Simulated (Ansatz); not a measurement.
C2H8AlNSi, SMILES `C[N]1[SiH2][Al]1[CH3]`. Charge 0, multiplicity 1. All single points use the PBE0-D4/def2-TZVP geometry.

```xyz
13

C    -1.171    1.019   -1.296
N    -0.626    0.385   -0.123
Si   -1.283    0.299    1.518
Al    0.665   -0.557    0.651
C     2.359   -1.368    0.147
H    -1.306    2.097   -1.145
H    -0.514    0.887   -2.160
H    -2.151    0.603   -1.560
H    -2.606   -0.394    1.628
H    -1.470    1.624    2.189
H     2.539   -1.270   -0.927
H     3.189   -0.893    0.677
H     2.375   -2.431    0.402
```

Q: What is the dipole moment at r2SCAN/def2-TZVPP? (Best estimate.)

A: Ansatz gave: 2.22 D, with components (1.70, -0.59, -1.30) D in this frame, pointing from negative to positive charge.

Q: And with PBE, B3LYP, ωB97M-V? (Estimate.)

A: Ansatz gave: PBE 2.20 D, B3LYP 2.14 D, ωB97M-V 2.20 D.

Q: Give the Mulliken charges with r2SCAN, PBE, B3LYP in def2-TZVPP. (An estimate is asked.)

A: The calculation gave: 
| atom | r2SCAN | PBE | B3LYP |
| --- | --- | --- | --- |
| C1 | -0.07 | -0.20 | -0.18 |
| N2 | -0.34 | -0.18 | -0.27 |
| Si3 | 0.18 | 0.10 | 0.18 |
| Al4 | 0.43 | 0.27 | 0.32 |
| C5 | -0.37 | -0.41 | -0.41 |
| H6 | 0.06 | 0.10 | 0.10 |
| H7 | 0.04 | 0.08 | 0.08 |
| H8 | 0.06 | 0.10 | 0.10 |
| H9 | -0.10 | -0.08 | -0.09 |
| H10 | -0.10 | -0.08 | -0.09 |
| H11 | 0.07 | 0.11 | 0.10 |
| H12 | 0.07 | 0.10 | 0.10 |
| H13 | 0.07 | 0.10 | 0.10 |

B3LYP here is the variant with VWN-RPA as its local correlation; programs differ in this.
